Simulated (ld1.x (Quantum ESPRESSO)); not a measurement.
Al (Z = 13), PAW: configuration errors across variants

ld1.x (Quantum ESPRESSO) 7.5 input, shortened:

```
&input
   title='Al', zed=13., rel=1, dft='REVPBE', iswitch=3,
   config='[Ne] 3s1.5 3p1.5 3d-2'
 /
 &inputp
   pseudotype=3, lpaw=.true., tm=.true., lloc=-1, rcloc=1.85,
   nlcc=.true., new_core_ps=.true., rcore=2.45,
   which_augfun='PSQ', rmatch_augfun=1.25
 /
6
3S  1  0   1.50   0.00  1.75  2.40  0.0
3S  1  0   0.00  -0.20  1.75  2.40  0.0
3P  2  1   1.50   0.00  2.40  2.75  0.0
3P  2  1   0.00   2.65  2.40  2.75  0.0
3D  3  2  -2.00  -0.15  2.50  3.00  0.0
3D  3  2  -2.00   1.55  2.50  3.00  0.0
 &test
   configts(1)='3s1.5 3p1.5'
 /
```

All-electron excitation energies from the reference (eV): (1) 3s2 3p1 -2.536; (2) 3s2 3p0 3.212; (3) 3s1 3p0 22.364; (4) 3s1 3p2 2.578; (5) 3s2 3p1.3 -3.106; (6) 3s0 3p3 7.846; (7) 3s2 3p0.5 -0.456.

The overlap operator is not positive definite (basis up to 400 Ry) in “all radii but the core radius scaled by about 1.27 (s 3.06, p 3.50, d 3.82 bohr, rcut 2.22/3.06/3.18); local potential all-electron potential smoothed inside 2.36 bohr (lloc = -1); augmentation PSQ, radius 1.58 bohr”. Such files are unfit for use, however small their errors in these radial tests.

2 further variants failed, have other tests or too few solved ones, and are left out.

Errors AE − PS in meV (a dash: test not solved or not reliable):

| change | (1) | (2) | (3) | (4) | (5) | (6) | (7) | bound ghosts |
| --- | --- | --- | --- | --- | --- | --- | --- | --- |
| base | +0.1 | +0.3 | -11 | -0.1 | +0.1 | -2.2 | +0.4 | none |
| all radii but the core radius scaled by about 0.93 (s 2.22, p 2.56, d 2.78 bohr, rcut 1.62/2.22/2.32); local potential all-electron potential smoothed inside 1.72 bohr (lloc = -1); augmentation PSQ, radius 1.16 bohr | -0.1 | +0.1 | -8.2 | -0.2 | 0.0 | -2.2 | 0.0 | none |
| all radii but the core radius scaled by about 1.04 (s 2.50, p 2.86, d 3.12 bohr, rcut 1.82/2.50/2.60); local potential all-electron potential smoothed inside 1.92 bohr (lloc = -1); augmentation PSQ, radius 1.30 bohr | +0.1 | +0.4 | -12 | -0.1 | +0.2 | -2.4 | +0.6 | none |
| all radii but the core radius scaled by about 1.12 (s 2.68, p 3.08, d 3.36 bohr, rcut 1.96/2.68/2.80); local potential all-electron potential smoothed inside 2.08 bohr (lloc = -1); augmentation PSQ, radius 1.40 bohr | +0.1 | +0.4 | -14 | -0.2 | +0.2 | -3.0 | +0.4 | none |
| all radii but the core radius scaled by about 1.27 (s 3.06, p 3.50, d 3.82 bohr, rcut 2.22/3.06/3.18); local potential all-electron potential smoothed inside 2.36 bohr (lloc = -1); augmentation PSQ, radius 1.58 bohr | – | – | – | – | – | – | – | not determined (overlap not positive) |
| all radii but the core radius scaled by about 1.39 (s 3.34, p 3.84, d 4.18 bohr, rcut 2.44/3.34/3.48); local potential all-electron potential smoothed inside 2.58 bohr (lloc = -1); augmentation PSQ, radius 1.74 bohr | +0.1 | -0.2 | -14 | -0.2 | +0.6 | -2.7 | +0.6 | none |

(1) Give the same row for: all radii but the core radius scaled by about 1.20 (s 2.88, p 3.30, d 3.60 bohr, rcut 2.10/2.88/3.00); local potential all-electron potential smoothed inside 2.22 bohr (lloc = -1); augmentation PSQ, radius 1.50 bohr.

Answers

(1) 0.0, +0.4, -16, -0.3, +0.1, -3.3, +0.5; bound ghosts: none.
